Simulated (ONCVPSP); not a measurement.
**What one change does to a pseudopotential (aluminium (Al), ONCV)**

ONCVPSP 4.0.1 input, shortened (lines: element, Z, core and valence counts, functional; n l f; lmax; l rc ep ncon nbas qcut; lloc lpopt rc5 dvloc0; l nproj debl; icmod fcfact rcfact), PBE, non-relativistic:

```
  Al 13.00    1    4        4      upf
    1    0    2.00
    2    0    2.00
    2    1    6.00
    3    0    2.00
    3    1    1.00
    2
    0    1.10    0.00    3    7    8.60
    1    1.10    0.00    4    7   14.90
    2    1.15    0.09    4    7    8.50
    4    3    0.90    0.00
    0    2    3.50
    1    2    1.40
    2    3    2.20
    1    0.20    0.00
```

All-electron outer shells of the reference configuration (PBE, non-relativistic, ld1.x):

| shell | level (eV) | outermost node (bohr) | outermost maximum (bohr) |
| --- | --- | --- | --- |
| 1s | -1507.68 | – | 0.08 |
| 2s | -107.72 | 0.17 | 0.50 |
| 2p | -69.68 | – | 0.43 |
| 3s | -7.73 | 0.80 | 2.09 |
| 3p | -2.72 | 0.82 | 2.64 |

Change: s: qcut 6.5.

Cutoffs: the cutoffs (Ha) at which the residual kinetic energy of the hardest occupied pseudo-wave falls to 1 and 0.1 mHa per electron; they do not see the model core or the augmentation charge, which bear on the density cutoff. Errors are all-electron minus pseudo energies relative to the spin-unpolarised reference configuration.

Task: What does the change do?

Result: The potential gets harder (76 Ha and 87 Ha → 76 Ha and 106 Ha); the errors of the 3 common tests hardly move; neither file shows a bound ghost.

| quantity | base | changed |
| --- | --- | --- |
| cutoff, loose | 76 Ha | 76 Ha |
| cutoff, tight | 87 Ha | 106 Ha |
| loose cutoff by channel | s 26 Ha, p 76 Ha | s 24 Ha, p 76 Ha |
| bound ghosts | none | none |
| GHOST(+) flags under 300 eV | d at 103.4 eV | d at 103.4 eV |
| tests with a reliable result | 3 of 4 | 3 of 4 |
| error for 2s2 2p6 3s2 3p0, meV [ΔE 5.77 eV] | +0.3 | +0.3 |
| error for 2s2 2p6 3s1 3p0, meV [ΔE 24.96 eV] | -0.2 | 0.0 |
| error for 2s2 2p6 3s1 3p1, meV [ΔE 11.54 eV] | -0.5 | -0.2 |
| s: phases at 1.12 bohr within 0.05 rad from the reference energy up to (Ha; the scan ends near 5) | to the end of the scan | to the end of the scan |
| p: phases at 1.12 bohr within 0.05 rad from the reference energy up to (Ha; the scan ends near 5) | to the end of the scan | to the end of the scan |
| d: phases at 1.17 bohr within 0.05 rad from the reference energy up to (Ha; the scan ends near 5) | to the end of the scan | to the end of the scan |
| rms error of d²Exc/dni dnj with the model core, mHa | 1.56 | 1.71 |
